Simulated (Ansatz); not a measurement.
`[GeH3][SiH2][SiH2][SiH2][GeH2][GeH3]` + GeH₄ → `[GeH3][SiH2][SiH2][SiH2][GeH3]` + `[GeH3][GeH3]`  (formal exchange of groups at the Si–Ge bond)

Gas-phase electronic energies from Ansatz, PBE0-D4/def2-TZVP geometries. CBS: MP2 limit from def2 TZ/QZ plus the TZ coupled-cluster correction, frozen cores. Functionals use def2-TZVPP. For Ge outer-core shells are correlated without core-valence functions, which leaves a few kJ/mol of doubt a bond. Scalar relativity is left out up to krypton. One conformer a species, not always the lowest.

```
             level  ΔE (eV)
         revPBE-D4     0.10
           r2SCAN0     0.05
   CCSD/def2-TZVPP     0.09
CCSD(T)/def2-TZVPP     0.11
```

(1) What does CCSD(T)/CBS give? (Best estimate.)

Largest T1 diagnostic among the species: 0.013.

Results:

(1) The calculation gave: +0.10 eV. The listed levels differ from it by 0.00, -0.05, -0.01, 0.01 eV.

Leaving LDA and LC-ωPBE aside and taking each functional with its dispersion term where it has one, the values, not all of them listed here, spread over 0.07 eV, from B2PLYP to BHLYP-D4. LDA lies +0.07 eV from PBE without D4. The D4 term adds +0.12 eV with B3LYP and +0.07 eV with PBE0; it sums over pairs of atoms, weighted by their polarisabilities, and B3LYP, whose exchange is more repulsive, gets the larger term. In def2-TZVPP, CCSD(T) changes the Hartree–Fock value by +0.13 eV (the triples alone add +0.02 eV) and MP2 by +0.16 eV.

B3LYP here is the variant with VWN-RPA as its local correlation; programs differ in this.
